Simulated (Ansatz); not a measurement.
Calculated with Ansatz (gas phase, PBE0-D4/def2-TZVP geometries, no zero-point term in ΔE). CBS: MP2 limit from def2 TZ/QZ plus the TZ coupled-cluster correction, frozen cores. This one scheme is used for every species. DFT in def2-TZVPP. B3LYP here is the variant with VWN-RPA as its local correlation; programs differ in this. HSE06 is defined as in plane-wave codes. For Br outer-core shells are correlated without core-valence functions, which leaves a few kJ/mol of doubt a bond. Scalar relativity is left out up to krypton. Each species was taken in one conformer, which may not be the lowest.

`FB(F)Br` + NH₃ → `NB(F)Br` + H–F  (ligand exchange at a B–F bond)

```tsv
level	ΔE (kJ/mol)	difference from CCSD(T)/CBS
LDA (SPW92)	10.0	-4.0
PBE-D4	15.1	1.1
revPBE-D4	13.7	-0.3
B97M-V	28.2	14.2
PBE0-D4	13.1	-0.9
B3LYP-D4	17.7	3.7
r2SCAN0-D4	17.5	3.5
HSE06-D4	13.2	-0.8
BHLYP-D4	18.0	4.0
CAM-B3LYP-D4	18.6	4.6
ωB97X-V	18.7	4.7
ωB97M-V	18.1	4.1
B2PLYP	20.1	6.1
PBE-QIDH	14.1	0.1
PBE	17.7	3.7
revPBE	20.6	6.6
BLYP	24.9	10.9
r2SCAN	21.3	7.3
PBE0	15.3	1.3
B3LYP	21.8	7.8
r2SCANh	20.0	6.0
r2SCAN0	18.3	4.3
HSE06	15.2	1.2
BHLYP	21.2	7.2
CAM-B3LYP	20.8	6.8
LC-ωPBE	15.3	1.3
RPA@PBE/def2-TZVPP	20.9	6.9
HF/def2-SVP	24.3	10.3
MP2/def2-SVP	21.2	7.2
CCSD/def2-SVP	23.5	9.5
CCSD(T)/def2-SVP	23.9	9.9
MP2/def2-TZVPP	13.9	-0.1
SCS-MP2/def2-TZVPP	17.7	3.7
CCSD/def2-TZVPP	18.7	4.7
CCSD(T)/def2-TZVPP	18.0	4.0
MP2/def2-QZVPP	11.9	-2.1
SCS-MP2/def2-QZVPP	15.8	1.8
HF/CBS(def2)	27.9	13.9
MP2/CBS(def2)	9.9	-4.1
CCSD/CBS(def2)	14.7	0.7
CCSD(T)/CBS	14.0	0
```

Largest T1 diagnostic among the species: 0.011.

From r2SCAN to r2SCAN0 (25 % exact exchange), in def2-TZVPP and without D4, ΔE moves by −3.1 kJ/mol. Leaving LDA and LC-ωPBE aside and taking each functional with its dispersion term where it has one, the values spread over 15.1 kJ/mol, from PBE0-D4 to B97M-V. LDA lies −7.7 kJ/mol from PBE without D4. In def2-TZVPP, CCSD(T) changes the Hartree–Fock value by −8.8 kJ/mol (the triples alone add −0.7 kJ/mol) and MP2 by −13.0 kJ/mol.
